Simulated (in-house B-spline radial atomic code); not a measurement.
A fraction x of an electron is removed from 3p in As²⁺, starting from [Ar] 3d10 4s2 4p1 and keeping the highest spin. Method: scalar-relativistic (X2C) Hartree-Fock with fractional occupations, spin-polarised, spherical fractional occupations, Fermi nucleus of rms radius 4.0968 fm. Calculated with a radial B-spline atomic code at the basis-set limit.

Caution: exact exchange at fractional occupations of open shells leaves self-interaction of up to several eV.

| x | E(x) - E(0) (eV) | 3p down level (eV) |
| --- | --- | --- |
| 0 | 0.0000 | -183.419 |
| 0.05 | 9.1848 | -183.975 |
| 0.23 | 42.4828 | -186.013 |
| 0.37 | ? | ? |
| 0.46 | ? | ? |
| 0.5 | 93.1312 | -189.181 |
| 0.6 | 112.1093 | -190.385 |
| 0.73 | 136.9624 | -191.974 |
| 0.87 | 163.9602 | -193.715 |
| 0.94 | 177.5511 | -194.596 |
| 1 | 189.2496 | -195.357 |

(1) What belongs in the row x = 0.37?

(2) What belongs in the row x = 0.46?

(3) Check Janak's theorem between x = 0.05 and 0.23.

Answers

(1) An energy change of 68.6382 eV; 3p down at -187.640 eV.

(2) An energy change of 85.5735 eV; 3p down at -188.703 eV.

(3) The slope of the energy is 184.99 eV; the orbital levels give 184.99 eV (-ε of the emptying orbital, averaged over the two points).
